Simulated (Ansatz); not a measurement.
Several settings on one geometry of the cluster Cs3⁺ (that of the charge 1 singlet, PBE0/def2-TZVP). Ansatz on 2 threads of Arm Neoverse V1 on a shared host; times are rough.

Cartesian coordinates in Å:
```
Cs -0.4803 -2.9836 -0.2725
Cs 2.8029 1.0453 0.5082
Cs -2.3225 1.9383 -0.2357
```

Totals from different functionals, basis sets or treatments of relativity can't be compared as stabilities.

In the def2 sets Cs takes a core potential; there is no spin–orbit coupling.

The spins typed aren't always the lowest for that charge.

(1) Give the basis size and estimate the energy, ⟨S²⟩ and time of these runs.

| run | method | charge | state | further keys |
| --- | --- | --- | --- | --- |
| 1 | RKS rPW86-PBE/def2-TZVP | 1 | singlet | scf: {omitted_lower_state_checks: [starts]} |
| 2 | UKS PBE/def2-SVPD | 2 | doublet | scf: {omitted_lower_state_checks: [starts]} |
| 3 | RKS PBE0/def2-TZVPD | 1 | singlet | scf: {lower_state_search: off}; forces asked |

Results:

(1) 
| run | functions | energy (Eh) | ⟨S²⟩ | wall time |
| --- | --- | --- | --- | --- |
| 1 | 87 | -60.5090 | – | 9.1 s |
| 2 | 81 | -60.1026 | 0.75 | 4.5 s |
| 3 | 96 | -60.3330 | – | 2.8 s |
